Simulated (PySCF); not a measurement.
Germanium: a sound run and one with changed settings

Sound run: Ge [Ar] 3d10 4s2 4p2, Ge⁺ [Ar] 3d10 4s2 4p1. Calculation: PySCF 2.14, in pcseg-2 (6s5p3d1f, 43 functions); no relativity, point nucleus. The sound run starts from symmetry-adapted Hartree-Fock orbitals and uses a fine grid where one is needed.

Changed run: 14 angular points. This setting is unsound on purpose.

```tsv
species	method	sound run (hartree)	changed run (hartree)	converged
Ge	UHF	-2075.33289	-2075.33289	yes
Ge	MN15	-2077.35231	-2077.35263	yes
Ge	BP86	-2077.23204	-2077.23250	yes
Ge⁺	UHF	-2075.05916	-2075.05916	yes
Ge⁺	MN15	-2077.05822	-2077.05858	yes
Ge⁺	BP86	-2076.93676	-2076.93661	yes
```

Ionisation energy of Ge:

| method | sound run (eV) | changed run (eV) |
| --- | --- | --- |
| UHF | 7.448 | 7.448 |
| MN15 | 8.003 | 8.001 |
| BP86 | 8.035 | 8.052 |

A coarse angular grid integrates products of high-l functions wrongly, so density functionals can shift, and the SCF can exploit the error; Hartree-Fock and MP2 need no grid.

For comparison, NIST gives 7.899 eV between the lowest levels.
